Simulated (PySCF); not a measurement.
SbCl₃, SMILES [Cl][Sb]([Cl])[Cl].

Geometry optimised at r2SCAN-D4/def2-SVP. The isomer is the one that the SMILES or the coordinates give; other isomers of the formula were not compared. The def2 effective core potentials stand for the cores of Sb; spin–orbit coupling is left out.

Two levels are set side by side: PBE/def2-TZVPD (PySCF) and r2SCAN/def2-TZVPD (PySCF). Same geometry, gas phase. Differences are taken from unrounded values.

```tsv
quantity	r2SCAN
orbital gap (eV)	5.09
highest occupied level (eV)	-7.87
lowest empty level (eV)	-2.78
dipole moment (D)	2.69
mean polarisability (bohr³)	86.1
```

Q: What does PBE give, and how far is it from r2SCAN? (Estimate from the structure and the level; the computed values follow.)

A: 
```csv
quantity,PBE,PBE minus r2SCAN
orbital gap (eV),4.64,-0.45
highest occupied level (eV),-7.57,0.29
lowest empty level (eV),-2.94,-0.16
dipole moment (D),2.66,-0.03
mean polarisability (bohr³),88.9,2.8
```

Rough cost on one machine, each run with all the roots and properties that it gave: r2SCAN against PBE about 3 times.
